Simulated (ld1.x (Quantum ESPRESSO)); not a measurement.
**iridium, ultrasoft: configuration errors across variants**

| Item | Value |
| --- | --- |
| Element | iridium |
| Generator | ld1.x (Quantum ESPRESSO) 7.5 |
| Type | ultrasoft |
| Functional | PBE |
| Relativity | scalar-relativistic |
| Frozen core | [Xe] 4f14 |
| Valence charge | 9 |
| Reference configuration | 5d7 6s2 6p0 |
| Partial waves | 6s (bound): rcut 1.80, rcutus 2.30 bohr; 6s channel at 3.75 Ry: rcut 1.80, rcutus 2.30 bohr; 6p (bound, empty): rcut 2.80, rcutus 3.40 bohr; 6p channel at 0.2 Ry: rcut 2.80, rcutus 3.40 bohr; 5d (bound): rcut 1.50, rcutus 1.75 bohr; 5d channel at 0.4 Ry: rcut 1.50, rcutus 1.75 bohr; 5f channel at 0.05 Ry: rcut 2.75, rcutus 3.40 bohr; 5f channel at 2.8 Ry: rcut 2.75, rcutus 3.40 bohr |
| Local potential | all-electron potential smoothed inside 3.35 bohr (lloc = -1) |
| Core correction | Bessel-smoothed model core, default radius (core density twice the valence density) |
| Augmentation charge | PSQ, radius 1.65 bohr |

All-electron excitation energies from the reference (eV): (1) 5d7 6s1 6p0 9.879; (2) 5d7 6s0 6p0 27.348; (3) 5d6 6s0 6p0 57.889; (4) 5d7.5 6s1.5 6p0 -0.286; (5) 5d8 6s1 6p0 -0.334; (6) 5d7 6s1.5 6p0 4.035; (7) 5d6 6s2 6p0 12.190.

The default core radius of the base comes out at 1.20 bohr.

The overlap operator is not positive definite (basis up to 400 Ry) in “local potential all-electron potential smoothed inside 2.00 bohr (lloc = -2)”. Such files are unfit for use, however small their errors in these radial tests.

3 further variants failed, have other tests or too few solved ones, and are left out.

Errors AE − PS in meV (a dash: test not solved or not reliable):

| change | (1) | (2) | (3) | (4) | (5) | (6) | (7) | bound ghosts |
| --- | --- | --- | --- | --- | --- | --- | --- | --- |
| base | -9.9 | -52 | -226 | -8.3 | -28 | -2.7 | -26 | none |
| local potential all-electron potential smoothed inside 4.08 bohr (lloc = -1) | -10 | -52 | -230 | -9.5 | -32 | -2.8 | -39 | none |
| waves 6s (bound): rcut 1.80, rcutus 2.24 bohr; 6s channel at 3.75 Ry: rcut 1.80, rcutus 2.24 bohr | -9.9 | -53 | -228 | -8.3 | -28 | -2.8 | -24 | none |
| waves 5f channel at 0.05 Ry: rcut 2.75, rcutus 3.12 bohr; 5f channel at 2.8 Ry: rcut 2.75, rcutus 3.12 bohr | -9.9 | -52 | -226 | -8.3 | -28 | -2.7 | -26 | none |
| core correction Bessel-smoothed model core inside 2.08 bohr | -5.8 | -27 | -191 | -6.7 | -23 | -1.9 | -24 | none |
| local potential all-electron potential smoothed inside 2.00 bohr (lloc = -2) | -9.1 | -48 | -224 | -9.0 | -30 | -2.6 | -37 | not determined (overlap not positive) |
| wave 6p channel at 0.2 Ry: rcut 2.80, rcutus 3.40 bohr becomes 6p channel at 3.47 Ry: rcut 2.80, rcutus 3.40 bohr | -9.9 | -52 | -226 | -8.3 | -28 | -2.7 | -26 | none |

Question: Give the same row for: type TM; waves now 6p (bound): rc 3.40 bohr; 5d (bound): rc 1.75 bohr; 5f channel at 0.05 Ry: rc 3.40 bohr; 6s (bound): rc 2.30 bohr; local potential the s channel.

Answer: -13, -62, -165, -22, -78, -3.7, -70; bound ghosts: none.
